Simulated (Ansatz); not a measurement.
Basis-set extrapolation for CH4F2O2Si (`O[SiH2]C(O)(F)F`) (PBE0-D4/def2-TZVP geometry, frozen core, Ansatz). Multiplicity 1, RHF reference.

|  | def2-TZVPP | def2-QZVPP |
| --- | --- | --- |
| HF | -677.971800 | -677.998435 |
| MP2 correlation | -1.256123 | -1.365054 |
| CCSD(T) correlation | -1.322489 | not run |

Energies in hartree. Use E(X) = E(∞) + A·exp(−7.88·√X) for Hartree–Fock and E(X) = E(∞) + B·X^(−2.97) for correlation, with X = 3 and 4, and add CCSD(T) minus MP2 of the smaller set to the MP2 limit.

**Question.** What is the CCSD(T) energy at the basis-set limit?

**Answer.** HF limit: -677.998435 + (-0.026635) × 0.13774 = -678.00210. MP2 limit: -1.365054 + (-0.108931) × 0.74074 = -1.44574. Higher-order term: -1.322489 − (-1.256123) = -0.06637. Total: -679.51421 hartree, 577.4 kJ/mol below CCSD(T)/def2-TZVPP.
